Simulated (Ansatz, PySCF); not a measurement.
This PySCF input computes a CAM-B3LYP/def2-TZVPD energy:

```python
from pyscf import gto, scf, dft

mol = gto.M(
    atom='''
    Sn    0.14553194   -0.15056115    0.26211266
    O     0.88741190    0.19144519   -1.57029064
    F    -1.59732138    0.66627732   -0.06036752
    ''',
    basis='def2-tzvpd',
    ecp='def2-tzvp',
    charge=0,
    spin=1,
    verbose=4,
)

mf = dft.UKS(mol, xc='camb3lyp').density_fit(auxbasis='def2-universal-jkfit')
mf.grids.level = 3
mf.conv_tol = 1e-9
mf.max_cycle = 100
mf.max_memory = 1500
mf.kernel()
if not mf.converged:
    mf = mf.newton()
    mf.kernel(mf.make_rdm1())
for _ in range(2):
    mo, _, stable, _ = mf.stability(return_status=True)
    if stable:
        break
    mf.kernel(mf.make_rdm1(mo, mf.mo_occ))
mf.analyze()
```

Write an input for the same energy in Ansatz (an electronic-structure program) and say what it gives.


Ansatz 0.2 input:
```yaml
crystal:
  periodic: [false, false, false]
  atoms:
    - {symbol: Sn, position_ang: [0.14553194, -0.15056115, 0.26211266]}
    - {symbol: O, position_ang: [0.88741190, 0.19144519, -1.57029064]}
    - {symbol: F, position_ang: [-1.59732138, 0.66627732, -0.06036752]}
basis:
  gaussian:
    orbitals: def2-TZVPD
hamiltonian:
  xc: {name: CAM-B3LYP}
magnetization: {spin_polarized: true, initial_magnetization: 1}
output: {forces: true}
```
It gives -389.37885 Eh, and PySCF -389.37887 Eh, a difference of 0.02 mEh, from the treatment of integrals and grids.

It need not be the lowest isomer of its formula.
